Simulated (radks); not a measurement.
Question: Sn+, configuration [Kr] 4d10 5s2 5p1. All-electron calculation, Dirac Kohn-Sham, SOGGA, spin-unpolarised, spherical densities, finite nucleus; open shells fill j = l - 1/2 first; Fermi nuclear charge, rms radius 4.6519 fm. Program: a radial shooting solver on a logarithmic mesh with Libxc functionals. Some entries of the table are withheld. Estimate them.

orbital,occ.,eigenvalue (eV),<r^2> (bohr^2),r(max) (bohr)
1s1/2,2,-28985.64,0.001144,0.01878
2s1/2,2,-4381.284,0.01853,0.1063
2p1/2,2,-4093.765,0.01377,0.08181
2p3/2,4,-3863.314,0.01507,0.08633
3s1/2,2,-851.5193,0.1318,0.3079
3p1/2,2,-734.6574,0.1266,(1)
3p3/2,4,-692.5773,0.1352,(2)
3d3/2,4,-485.7803,0.1161,0.2493
3d5/2,6,-477.0914,0.1186,0.2522
4s1/2,2,-141.3868,0.7589,0.7458
4p1/2,2,-102.5166,0.8570,0.7718
4p3/2,4,-94.9280,0.9173,0.7966
4d3/2,4,-34.1363,1.410,(3)
4d5/2,6,-33.0914,1.448,(4)
5s1/2,2,-17.6412,6.024,1.985
5p1/2,1,-10.4767,9.145,2.363
5p3/2,0,-9.9009,9.848,2.455

Answer: 
(1) 3p1/2 r(max) (bohr): 0.2942
(2) 3p3/2 r(max) (bohr): 0.3045
(3) 4d3/2 r(max) (bohr): 0.8818
(4) 4d5/2 r(max) (bohr): 0.8915
